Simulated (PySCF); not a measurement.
## Exercise with solution: oscillator strength and radiative lifetime

Cl2FH3OSi2, SMILES F[Si](Cl)(Cl)O[SiH3].

The structure is a stationary point at PBE-D3(BJ)/def2-SVP. This is a generated structure with no PubChem entry under its InChIKey; it may be hypothetical. One conformer was computed; it need not be the lowest.

TDDFT-PBE/def2-SVPD (PySCF 2.14.0) puts the first singlet state with f over 0.02 at 7.54 eV (vertical), with the transition dipole (-0.273, -0.205, 0.235) in atomic units.

Q: Find the oscillator strength, the wavelength and the radiative lifetime that this transition would have in vacuum if emission retraced absorption.

A: 
|μ|² = 0.1718 au, so |μ| = 1.05 D. ΔE = 7.54/27.211 = 0.2771 hartree. f = (2/3) ΔE |μ|² = 0.032 (the program prints 0.032).
λ = 1239.84/7.54 = 164 nm; ν = 60814 cm⁻¹.
Einstein's coefficient A = 0.6670 ν² f s⁻¹ (ν in cm⁻¹) = 7.8e7 s⁻¹, so τ = 1/A = 13 ns. This state is S8; the lower singlets have f = 0.003, 0.008, 0.012, 0.001, 0.009, 0.012, 0.016. The figure is the radiative limit of this one transition; relaxation, internal conversion, crossing to triplets and a medium change what is measured.
